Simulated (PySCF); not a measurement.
H₄Al, charge -1, singlet, geometry from GFN2-xTB (such geometries of metal compounds can be far from the true shape); MP2/def2-SV(P) (PySCF).

Input for PySCF:
```python
from pyscf import gto, scf, mp

mol = gto.M(
    atom='''
Al    0.00000000    0.00000000    0.00000000
H     1.18926445   -0.20785140    1.09178746
H    -1.18488180    0.90443151    0.65391954
H    -0.59986665   -1.45031671   -0.43161723
H     0.59548400    0.75373660   -1.31408978
''',
    basis='def2-sv(p)',
    charge=-1,
    verbose=4,
)

mf = scf.RHF(mol)
mf.kernel()

pt = mp.MP2(mf)
pt.kernel()
print('E(MP2) = %.10f' % pt.e_tot)
```

What the program printed (banner, timings and long lists left out):

```
PySCF version 2.14.0

[INPUT] verbose = 4
[INPUT] num. atoms = 5
[INPUT] num. electrons = 18
[INPUT] charge = -1
[INPUT] spin (= nelec alpha-beta = 2S) = 0
[INPUT] symmetry False subgroup None
[INPUT] Mole.unit = angstrom
[INPUT] Symbol           X                Y                Z      unit          X                Y                Z       unit  Magmom
[INPUT]  1 Al     0.000000000000   0.000000000000   0.000000000000 AA    0.000000000000   0.000000000000   0.000000000000 Bohr   0.0
[INPUT]  2 H      1.189264450000  -0.207851400000   1.091787460000 AA    2.247384100181  -0.392782220607   2.063179285635 Bohr   0.0
[INPUT]  3 H     -1.184881800000   0.904431510000   0.653919540000 AA   -2.239102091982   1.709127852327   1.235728838102 Bohr   0.0
[INPUT]  4 H     -0.599866650000  -1.450316710000  -0.431617230000 AA   -1.133583679760  -2.740701375780  -0.815638355343 Bohr   0.0
[INPUT]  5 H      0.595484000000   0.753736600000  -1.314089780000 AA    1.125301671561   1.424355744061  -2.483269787290 Bohr   0.0

nuclear repulsion = 18.0996078185151
number of shells = 16
number of NR pGTOs = 52
number of NR cGTOs = 26
basis = def2-sv(p)
ecp = {}

******** <class 'pyscf.scf.hf.RHF'> ********
method = RHF
initial guess = minao
damping factor = 0
level_shift factor = 0
DIIS = <class 'pyscf.scf.diis.CDIIS'>
diis_start_cycle = 1
diis_space = 8
diis_damp = 0
SCF conv_tol = 1e-09
SCF conv_tol_grad = None
SCF max_cycles = 50
direct_scf = True
direct_scf_tol = 1e-13
Set gradient conv threshold to 3.16228e-05
Initial guess from minao.
init E= -243.603194403369
  HOMO = -0.319191219871866  LUMO = 0.125234495028812  gap/eV = 12.09344
cycle= 1 E= -244.136740584262  delta_E= -0.534  |g|= 0.166  |ddm|= 1.58
  HOMO = -0.176245614154612  LUMO = 0.362082069849022  gap/eV = 14.64864
cycle= 2 E= -244.152168846037  delta_E= -0.0154  |g|= 0.0385  |ddm|= 0.411
  HOMO = -0.195893503231393  LUMO = 0.352520563096139  gap/eV = 14.92311
cycle= 3 E= -244.153033569932  delta_E= -0.000865  |g|= 0.00427  |ddm|= 0.101
  HOMO = -0.193515888596175  LUMO = 0.354285241181251  gap/eV = 14.90643
cycle= 4 E= -244.153047783378  delta_E= -1.42e-05  |g|= 0.000737  |ddm|= 0.0131
  HOMO = -0.193432761447428  LUMO = 0.354366266737775  gap/eV = 14.90637
cycle= 5 E= -244.153048324222  delta_E= -5.41e-07  |g|= 0.000102  |ddm|= 0.00258
  HOMO = -0.193443900099793  LUMO = 0.354362614695945  gap/eV = 14.90657
cycle= 6 E= -244.153048336984  delta_E= -1.28e-08  |g|= 1.75e-05  |ddm|= 0.000466
  HOMO = -0.193441698974012  LUMO = 0.354364633482733  gap/eV = 14.90657
cycle= 7 E= -244.153048337336  delta_E= -3.51e-10  |g|= 1.01e-06  |ddm|= 0.000101
  HOMO = -0.193441625406694  LUMO = 0.354364723744326  gap/eV = 14.90657
Extra cycle  E= -244.153048337337  delta_E= -1.48e-12  |g|= 2.77e-07  |ddm|= 5.76e-06
converged SCF energy = -244.153048337337

******** <class 'pyscf.mp.mp2.RMP2'> ********
nocc = 9, nmo = 26
E(RMP2) = -244.228706089291  E_corr = -0.0756577519533917
E(SCS-RMP2) = -244.236678399968  E_corr = -0.083630062631141
E_corr(same-spin) = -0.00826066120722578
E_corr(oppo-spin) = -0.0673970907461659
E(MP2) = -244.2287060893
```
